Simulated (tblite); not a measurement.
C4H7FGeO2.
Atom-mapped SMILES: `[O:1]=[C:2]1[O:3][CH2:4][C@@H:5]([F:6])[CH2:7][GeH2:8]1` (hydrogens: H9, H10 on C4; H11 on C5; H12, H13 on C7; H14, H15 on Ge8)

Computed with GFN2-xTB (tblite), gas phase: L-BFGS steps from a force-field or distance-geometry start until the largest atomic force falls under 0.01 eV/Å.

Step 44: E = -732.1401 eV
```
atom  x, y, z in Å  |  force x, y, z in eV/Å
O1      1.3436    2.7385    0.3588    0.043  -0.119   0.024
C2      0.7477    1.7120    0.1771    0.045   0.117   0.003
O3     -0.5792    1.7614    0.0042   -0.029  -0.037  -0.074
C4     -1.3273    0.6470   -0.4403   -0.048   0.002   0.014
C5     -0.9871   -0.6756    0.2484   -0.044  -0.059   0.016
F6     -2.0821   -1.5025    0.1037   -0.041  -0.061  -0.007
C7      0.2537   -1.3295   -0.3281    0.020   0.022  -0.008
Ge8     1.6626   -0.0770    0.2931    0.076   0.067  -0.001
H9     -1.2424    0.5411   -1.5321    0.093   0.009   0.084
H10    -2.3703    0.8887   -0.2107    0.012   0.058   0.008
H11    -0.8750   -0.5016    1.3309   -0.093  -0.059  -0.024
H12     0.3611   -2.3491    0.0439   -0.017   0.064   0.013
H13     0.1670   -1.3761   -1.4153    0.046  -0.043   0.033
H14     2.9927   -0.1158   -0.4057   -0.072   0.015  -0.048
H15     1.9306   -0.3537    1.7499    0.009   0.025  -0.033
```

Step 45: E = -732.1428 eV
```
atom  x, y, z in Å  |  force x, y, z in eV/Å
O1      1.3438    2.7379    0.3717    0.035  -0.123   0.020
C2      0.7484    1.7129    0.1811    0.022   0.106  -0.008
O3     -0.5799    1.7615    0.0120   -0.020  -0.048  -0.073
C4     -1.3249    0.6473   -0.4412   -0.060   0.030  -0.006
C5     -0.9889   -0.6761    0.2476   -0.045  -0.043   0.013
F6     -2.0824   -1.5047    0.0992   -0.045  -0.047  -0.006
C7      0.2526   -1.3309   -0.3254   -0.002   0.012  -0.024
Ge8     1.6606   -0.0778    0.2817    0.126   0.126   0.068
H9     -1.2326    0.5462   -1.5335    0.087   0.002   0.111
H10    -2.3694    0.8890   -0.2162    0.023   0.053  -0.003
H11    -0.8814   -0.5000    1.3303   -0.083  -0.070  -0.029
H12     0.3628   -2.3444    0.0578   -0.011   0.005   0.026
H13     0.1649   -1.3915   -1.4113    0.032  -0.031   0.017
H14     2.9907   -0.1115   -0.4162   -0.071   0.006  -0.055
H15     1.9312   -0.3499    1.7403    0.013   0.022  -0.052
```

Step 46: E = -732.1478 eV
```
atom  x, y, z in Å  |  force x, y, z in eV/Å
O1      1.3419    2.7369    0.4044    0.021  -0.111   0.009
C2      0.7476    1.7163    0.1906   -0.008   0.066  -0.017
O3     -0.5832    1.7615    0.0312    0.003  -0.056  -0.063
C4     -1.3194    0.6490   -0.4436   -0.058   0.065  -0.025
C5     -0.9933   -0.6779    0.2445   -0.041  -0.005  -0.001
F6     -2.0853   -1.5075    0.0903   -0.039  -0.016  -0.009
C7      0.2504   -1.3365   -0.3194   -0.031  -0.017  -0.035
Ge8     1.6597   -0.0756    0.2572    0.118   0.179   0.146
H9     -1.2063    0.5596   -1.5350    0.069  -0.021   0.117
H10    -2.3666    0.8912   -0.2323    0.022   0.038  -0.018
H11    -0.8945   -0.4969    1.3267   -0.061  -0.090  -0.015
H12     0.3660   -2.3370    0.0921    0.001  -0.042   0.030
H13     0.1575   -1.4323   -1.4022    0.021   0.002   0.013
H14     2.9861   -0.1013   -0.4429   -0.049  -0.008  -0.075
H15     1.9349   -0.3416    1.7163    0.033   0.015  -0.056
```

**Question.** Estimate the geometry and energy of step 47. (The exact step hangs on the optimiser's Hessian estimate; all steps are aligned on step 46, rigid shifts and turns removed.)

**Answer.** E = -732.1515 eV, largest force 0.220 eV/Å
```
atom  x, y, z in Å  |  force x, y, z in eV/Å
O1      1.3420    2.7348    0.4270    0.012  -0.048   0.005
C2      0.7473    1.7189    0.1964   -0.029  -0.014  -0.026
O3     -0.5845    1.7598    0.0429    0.029  -0.005  -0.023
C4     -1.3165    0.6503   -0.4443   -0.042   0.051  -0.027
C5     -0.9983   -0.6808    0.2422   -0.037   0.028  -0.008
F6     -2.0886   -1.5127    0.0820   -0.018   0.024  -0.020
C7      0.2488   -1.3399   -0.3147   -0.040   0.000  -0.009
Ge8     1.6617   -0.0706    0.2413    0.049   0.150   0.153
H9     -1.1865    0.5686   -1.5331    0.045  -0.045   0.074
H10    -2.3641    0.8975   -0.2437    0.011   0.013  -0.025
H11    -0.9080   -0.4983    1.3243   -0.041  -0.099   0.002
H12     0.3689   -2.3307    0.1160    0.014  -0.080   0.044
H13     0.1518   -1.4611   -1.3936    0.018   0.029  -0.016
H14     2.9833   -0.0933   -0.4637   -0.029  -0.015  -0.085
H15     1.9382   -0.3345    1.6989    0.057   0.010  -0.038
```

The energy changes by -0.0037 eV. The first-order estimate −F·Δx gives -0.0052 eV and the mean of the old and new forces, exact on a quadratic surface, -0.0037 eV. The step makes an angle of 79° with the force vector and moves no atom by more than 0.031 Å.

The cost below is that of the whole relaxation. Hardware: one thread, Intel Xeon 6975P-C (x86_64), no GPU (shared host). Cost: 0.57 s of wall time.
